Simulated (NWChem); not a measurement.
System meant: TiNH2OCl; SMILES [O]=[Ti]([Cl])[NH2]

The following NWChem deck was run.

```
start job
memory heap 200 mb stack 700 mb global 900 mb
geometry units angstroms noautosym nocenter noautoz
  Ti    -0.130341     0.212478     0.182556
  O     -1.463316     1.083524     0.246039
  Cl    -0.166950    -2.031170    -0.213282
  N      1.395421     1.273318     0.479876
  H      2.355337     0.930488     0.486863
  H      1.398150     2.274219     0.659745
end
basis spherical
  * library def2-svp
end
dft
  xc m06-2x
  iterations 150
end
property
  shielding
end
task dft property
```

End of the output:

```
 Vector   31  Occ=0.000000D+00  E= 3.190633D-04
              MO Center= -9.1D-02,  3.5D-01,  2.1D-01, r^2= 1.7D+00
   Bfn.  Coefficient  Atom+Function         Bfn.  Coefficient  Atom+Function
  ----- ------------  ---------------      ----- ------------  ---------------
    18      0.661548  1 Ti d  1              23      0.369369  1 Ti d  1
    40     -0.265938  2 O  pz                14     -0.264404  1 Ti pz
    37     -0.250836  2 O  pz                72      0.230141  4 N  pz
    69     -0.179719  4 N  pz                16      0.176447  1 Ti d -1
    11      0.108827  1 Ti pz                15      0.107078  1 Ti d -2

 center of mass
 --------------
 x =  -0.19928851 y =  -0.38275827 z =   0.21319435

 moments of inertia (a.u.)
 ------------------
         699.332426881905         -46.805889640879         -25.707929164891
         -46.805889640879         271.872665591200        -122.490754956677
         -25.707929164891        -122.490754956677         924.387740924288

     Multipole analysis of the density
     ---------------------------------

     L   x y z        total         alpha         beta         nuclear
     -   - - -        -----         -----         ----         -------
     0   0 0 0     -0.000000    -28.000000    -28.000000     56.000000

     1   1 0 0      1.248778      4.300611      4.300611     -7.352444
     1   0 1 0      0.710770      8.924583      8.924583    -17.138396
     1   0 0 1      0.205994     -6.383005     -6.383005     12.972005

     2   2 0 0    -30.498970    -85.083016    -85.083016    139.667061
     2   1 1 0      2.970201    -16.870518    -16.870518     36.711237
     2   1 0 1      0.739989     -6.697385     -6.697385     14.134760
     2   0 2 0    -33.812797   -191.725627   -191.725627    349.638456
     2   0 1 1     -0.575340    -29.894197    -29.894197     59.213054
     2   0 0 2    -28.146474    -21.706478    -21.706478     15.266483

          -----------------------------------------
          Chemical Shielding Tensors (GIAO, in ppm)
          -----------------------------------------

 ------------------------------------------------------------------------
  xm06: d2 not coded                    0
 ------------------------------------------------------------------------
 ------------------------------------------------------------------------
  current input line :
    21: task dft property
 ------------------------------------------------------------------------
 ------------------------------------------------------------------------
 This error has not yet been assigned to a category
 ------------------------------------------------------------------------
 For more information see the NWChem manual at https://nwchemgit.github.io

0: xm06: d2 not coded:Received an Error in Communication
```

Task: What is wrong, and how is it mended?

Result: The program stopped with an error. Cause: this functional's second derivatives, which shieldings need, aren't coded here; the fix takes a hybrid GGA instead. This input runs:
```
start job
memory heap 200 mb stack 700 mb global 900 mb
geometry units angstroms noautosym nocenter noautoz
  Ti    -0.130341     0.212478     0.182556
  O     -1.463316     1.083524     0.246039
  Cl    -0.166950    -2.031170    -0.213282
  N      1.395421     1.273318     0.479876
  H      2.355337     0.930488     0.486863
  H      1.398150     2.274219     0.659745
end
basis spherical
  * library def2-svp
end
dft
  xc pbe0
  iterations 150
end
property
  shielding
end
task dft property
```
It converges to -1440.13894 Ha (PBE0/def2-SVP, GIAO).
